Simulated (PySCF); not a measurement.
Compound: C₃H₅ClOSi.
Atom-mapped SMILES: `[CH3:1][C:2]1=[C:3]([Cl:4])[O:5][SiH2:6]1` (hydrogens: H7, H8, H9 on C1; H10, H11 on Si6)

Method: PBE0-D3(BJ)/def2-SVP geometry optimisation, gas phase (PySCF 2.14.0).

Question: Give the optimised bond lengths and angles.

Answer: 
```
               bond  length (bohr)
              C1–C2          2.802
              C2=C3          2.559
             C3–Cl4          3.240
              C3–O5          2.569
             O5–Si6          3.312
             C2–Si6          3.488
C1–H7, C1–H8, C1–H9          2.082
   Si6–H10, Si6–H11          2.811
```

Bonds in one row agree within 0.02 bohr and their mean is given. A selection of angles:
```
      angle  degrees
   C2–C1–H7    111.9
   C2–C1–H9    110.3
   H7–C1–H8    107.1
   C1–C2–C3    131.1
  C1–C2–Si6    146.3
  C3–C2–Si6     82.6
  C2–C3–Cl4    129.7
   C2–C3–O5    113.3
  Cl4–C3–O5    117.0
  C3–O5–Si6     86.1
 O5–Si6–H10    111.4
  C2–Si6–O5     78.0
 C2–Si6–H10    120.6
 C2–Si6–H11    120.3
H10–Si6–H11    110.6
```

Dihedral angles: C1–C2–C3–Cl4 -1° (synperiplanar); C2–C3–O5–Si6 0° (synperiplanar); C3–O5–Si6–C2 0° (synperiplanar); C1–C2–Si6–O5 -179° (antiperiplanar).

The 2 C–C bonds span 1.354 Å (C2=C3, drawn double) to 1.483 Å (C1–C2, drawn single), a spread of 0.129 Å. Of the pairs four or more bonds apart, Cl4···H9 is among the closest relative to their van der Waals radii: 3.00 Å, 102 % of the sum of Bondi's values. The 4-membered ring C2–C3–O5–Si6 has internal angles of 78.0° to 113.3° (sum 360°, against 360° for a flat polygon); it is planar, 0.00 Å rms from its mean plane, widest ring torsion 0°. Si6 (oxygen-bound silicon) has angles from 78.0° to 120.6°. The 6 heavy atoms lie in one plane (0.005 Å rms). O5 (silyl ether oxygen) is bent (angle 86.1°).

No frequency check.
